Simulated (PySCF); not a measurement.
input.py for SbO

File input.py (PySCF 2.14):

```python
from pyscf import gto, dft

mol = gto.M(
    atom='Sb 0 0 0; O 0 0 1.769',
    basis='x2c-svpall',
    charge=0,
    spin=1,
    verbose=3,
)
mf = dft.UKS(mol, xc='mn15')
mf = mf.sfx2c1e()
mf.kernel()
mf.analyze()
print('orbital energies (hartree):', [e[max(0, n-3):n+3].round(4) for e, n in zip(mf.mo_energy, mol.nelec)])
```

```bash
$ OMP_NUM_THREADS=1 python input.py
```

Output (some set-up lines and the per-cycle HOMO/LUMO lines with their warnings removed):

```
converged SCF energy = -6559.53177829277  <S^2> = 0.75250127  2S+1 = 2.0024997
**** MO energy ****
                             alpha | beta                alpha | beta
[19 lines left out]
MO #20  energy= -1.3836166189292   | -1.38286139296411  occ= 1 | 1
MO #21  energy= -1.37396275104397  | -1.37343494686568  occ= 1 | 1
MO #22  energy= -1.37283189108224  | -1.36863958527305  occ= 1 | 1
MO #23  energy= -1.37082537171399  | -1.36553762010419  occ= 1 | 1
MO #24  energy= -1.36513660388379  | -1.36145421041921  occ= 1 | 1
MO #25  energy= -0.950898389447022 | -0.940020402349424 occ= 1 | 1
MO #26  energy= -0.554343307560657 | -0.528418825496176 occ= 1 | 1
MO #27  energy= -0.382199222116919 | -0.354050564968098 occ= 1 | 1
MO #28  energy= -0.36457948738494  | -0.352050356154048 occ= 1 | 1
MO #29  energy= -0.359754781942961 | -0.339867299150519 occ= 1 | 1
MO #30  energy= -0.214372359415851 | -0.0915699922043833 occ= 1 | 0
MO #31  energy= -0.10167184159208  | -0.0624349920493046 occ= 0 | 0
MO #32  energy= 0.041054911327175  | 0.0527250980902325 occ= 0 | 0
MO #33  energy= 0.174500609230913  | 0.19120728154403   occ= 0 | 0
[17 lines left out]

To work with the spin densities directly, `use mulliken_meta_spin()` only printing them here.

 ** Mulliken spin pop alpha/beta on meta-lowdin orthogonal AOs **
 ** Mulliken Spin Density (per atom)  **
spin density of  0 Sb =      0.78150
spin density of  1 O =      0.21850
 ** Mulliken pop alpha/beta on meta-lowdin orthogonal AOs **
 ** Mulliken atomic charges   ( Nelec_alpha | Nelec_beta ) **
charge of  0Sb =      0.61058  (    25.58546     24.80396 )
charge of  1O =     -0.61058  (     4.41454      4.19604 )
Dipole moment(X, Y, Z, Debye):  0.00000,  0.00000, -3.28819
orbital energies (hartree): [array([-0.3646, -0.3598, -0.2144, -0.1017,  0.0411,  0.1745]), array([-0.3541, -0.3521, -0.3399, -0.0916, -0.0624,  0.0527])]
```

In short: E(SCF) = -6559.531778 Eh, ⟨S²⟩ = 0.753, μz(SCF) = -3.29 D.

Hardware: Intel Xeon 6975P-C, 1 thread, shared host. Wall time 5.6 s.

The bond length is a typed value, not an optimised one. No search for the lowest solution was made.
